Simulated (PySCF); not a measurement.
Where the electron goes

Species: TiBr(NMe2)3, C6H18BrN3Ti (singlet state).
Geometry (PBE0-D3(BJ)/def2-SVP, Å), atoms numbered from 1 in this order:
```xyz
29
C6H18BrN3Ti angstrom
Ti    -0.073    0.069    0.715
Br    -0.313    0.326    3.121
N      1.715    0.109    0.192
C      2.431    0.953   -0.721
C      2.531   -0.837    0.911
H      3.204    1.555   -0.204
H      1.740    1.640   -1.228
H      2.949    0.359   -1.499
H      1.915   -1.435    1.605
H      3.043   -1.542    0.227
H      3.305   -0.336    1.524
N     -0.941    1.442   -0.198
C     -1.956    1.429   -1.212
C     -0.563    2.752    0.269
H     -2.897    1.894   -0.860
H     -2.175    0.396   -1.518
H     -1.634    1.988   -2.113
H      0.215    2.678    1.049
H     -0.156    3.379   -0.549
H     -1.417    3.294    0.720
N     -0.799   -1.546    0.130
C     -2.153   -1.747    0.583
C     -0.239   -2.640   -0.609
H     -2.852   -1.899   -0.263
H     -2.507   -0.870    1.153
H     -2.238   -2.621    1.257
H      0.790   -2.406   -0.917
H     -0.220   -3.573   -0.013
H     -0.826   -2.853   -1.524
```

Method: TDDFT wB97X-D/def2-SVPD, vertical, gas phase, core orbitals frozen in the response (PySCF). The wB97X-D/def2-SVPD calculation is non-relativistic and has no spin–orbit coupling, an omission that weighs most on bromine.

Frontier orbitals with the atoms that hold most of them (Löwdin shares over 4%, at most four atoms):

| orbital | ε (eV) | atoms |
| --- | --- | --- |
| HOMO-3 | -9.55 | Br2 76%, Ti1 8% |
| HOMO-2 | -8.48 | N12 20%, N21 18%, Br2 13%, Ti1 11% |
| HOMO-1 | -8.46 | N3 38%, Br2 12%, Ti1 11%, N12 7% |
| HOMO | -8.45 | N21 29%, N12 21%, Ti1 10%, C23 6% |
| LUMO | 0.82 | Ti1 72%, N3 6%, N12 5%, Br2 4% |
| LUMO+1 | 0.83 | Ti1 72%, N21 6%, Br2 4%, N12 4% |
| LUMO+2 | 1.30 | Ti1 60%, Br2 12%, N3 4% |

(1) The HOMO–LUMO gap is 9.27 eV. Where does the response calculation put the lowest singlet, and from which orbitals?

## Answers

(1) S1 is at 4.18 eV (f = 0.0028), 5.09 eV below the gap, made of HOMO→LUMO (57%), HOMO-2→LUMO (26%). S1/S2 lie within about 0.01 eV of each other. 

For S1 the Löwdin share of titanium is 10% in HOMO and 72% in LUMO (ligand-to-metal charge transfer by this measure).

Next come S2 at 4.19 eV (f 0.0038), HOMO-1→LUMO+1 (32%), HOMO→LUMO (24%), HOMO-2→LUMO (23%); S3 at 4.20 eV (f 0.0009), HOMO-1→LUMO+1 (42%), HOMO-2→LUMO+1 (22%), HOMO→LUMO+1 (20%); S4 at 4.53 eV (f 0.062), HOMO-1→LUMO (55%), HOMO-2→LUMO (9%), HOMO-1→LUMO+1 (8%); S5 at 4.53 eV (f 0.066), HOMO→LUMO+1 (46%), HOMO-2→LUMO (32%).

Orbitals of the list HOMO-3 to LUMO+2 that lie within 0.01 eV of each other are written together with a slash and their weights summed (≥ marks a lower bound); for degenerate orbitals outside that list single weights are arbitrary.

Löwdin shares depend on the basis, the more so with diffuse functions.
